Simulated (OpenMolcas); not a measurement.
# SiH4O3 (SMILES O[SiH](O)O): methods side by side

The species is SiH4O3 (8 atoms), meant as a singlet with charge 0. As SMILES, `O[SiH](O)O`. Geometry: relaxed at PBE0-D4/def2-TZVP. This is one conformer, not always the lowest.

| atom | x (Å) | y (Å) | z (Å) |
| --- | --- | --- | --- |
| O | 0.0579 | 1.6188 | -0.2250 |
| Si | -0.1716 | 0.0826 | 0.2692 |
| O | 1.1693 | -0.8611 | 0.1965 |
| O | -1.2508 | -0.6397 | -0.7213 |
| H | 0.1768 | 1.7698 | -1.1645 |
| H | -0.6428 | 0.2094 | 1.6620 |
| H | 1.8949 | -0.6550 | 0.7868 |
| H | -1.1417 | -1.5817 | -0.8597 |

Quantity: the energy change with the O3–H7 bond stretched from 0.958 to 1.102 Å, in eV. The values are calculated.

| level | kind | program | value (eV) | less CCSD(T)/6-311+G** | CPU time (all runs) |
| --- | --- | --- | --- | --- | --- |
| SVWN5/6-311+G** (restricted) | LDA | OpenMolcas | 0.32 | -0.09 | 2.1 min |
| PBE/6-311+G** (restricted) | GGA | OpenMolcas | 0.33 | -0.08 | 2.6 min |
| revPBE/6-311+G** (restricted) | GGA | OpenMolcas | 0.33 | -0.08 | 2.1 min |
| M06-L/6-311+G** (restricted) | meta-GGA | OpenMolcas | 0.41 | 0.00 | 2.5 min |
| B3LYP/6-311+G** (restricted) | global hybrid | OpenMolcas | 0.39 | -0.02 | 1.8 min |
| M06-2X/6-311+G** (restricted) | hybrid meta-GGA | OpenMolcas | 0.41 | 0.00 | 2.1 min |
| MP2/6-311+G** (restricted) | perturbation theory | OpenMolcas | 0.41 | 0.00 | 60 s |
| CCSD(T)/6-311+G** (Cholesky decomposition) (restricted) | coupled cluster or CI | OpenMolcas | 0.41 | 0.00 | 31 min |

Differences are taken from CCSD(T)/6-311+G** (Cholesky decomposition) (restricted) for orientation; it has basis-set and higher-order errors of its own. The first shape isn't each level's own minimum. The values span 0.32 to 0.41 eV. CPU times are rough (shared hosts, several kinds of processor): they show what a rung costs within a factor of a few.
